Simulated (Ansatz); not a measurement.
`C[SiH2][SiH2]S` → `[SiH3]S` + `C[SiH]` at 600 K and 1 bar (silylene formation by 1,1-elimination).

Gas-phase electronic energies from Ansatz, PBE0-D4/def2-TZVP geometries. CCSD(T)/CBS is the MP2 limit (def2-TZVPP, def2-QZVPP) plus CCSD(T) − MP2 in def2-TZVPP, frozen cores. This one scheme is used for every species. One conformer a species, not always the lowest.

| species | CCSD(T)/CBS energy (Eh) | H − E (kJ/mol) | S (J/(mol·K)) |
| --- | --- | --- | --- |
| `C[SiH2][SiH2]S` | -1018.83085 | 283.4 | 481.4 |
| `[SiH3]S` | -689.27336 | 126.3 | 326.2 |
| `C[SiH]` | -329.46712 | 143.5 | 309.3 |

H − E and S are ideal-gas, rigid-rotor, harmonic terms from PBE0-D4/def2-TZVP, for one conformer and one mirror image of each species. 1 Eh = 2625.50 kJ/mol, R = 8.31446 J/(mol·K).

By hand: ΔE, ΔH, ΔS and ΔG.

ΔE = (-689.27336) + (-329.46712) − (-1018.83085) = 0.09037 Eh = 237.3 kJ/mol. Δ(H − E) = 126.3 + 143.5 − 283.4 = -13.6, so ΔH = 223.7 kJ/mol. ΔS = 326.2 + 309.3 − 481.4 = 154.1 J/(mol·K). ΔG = 223.7 − 600 × (154.1)/1000 = 131.2 kJ/mol.

By hand: the equilibrium constant, and the temperature at which ΔG would vanish if ΔH and ΔS stayed fixed.

log₁₀ K = −ΔG/(RT ln 10) = -11.4. ΔG = 0 at ΔH/ΔS = 1452 K.

The number of gas molecules changes by +1, which sets the sign of ΔS. A doubt of 5 kJ/mol in ΔE shifts log₁₀ K by 0.4 here. Other conformers and mirror images would add mixing entropy, several J/(mol·K) or more a flexible species. Modes under 60 cm⁻¹, often nearly free rotors, make the harmonic entropy too high. These are equilibria of isolated gas molecules and say nothing of rates. Largest T1 diagnostic: 0.012 (customary marks: 0.02 for closed shells, 0.045 for open ones).
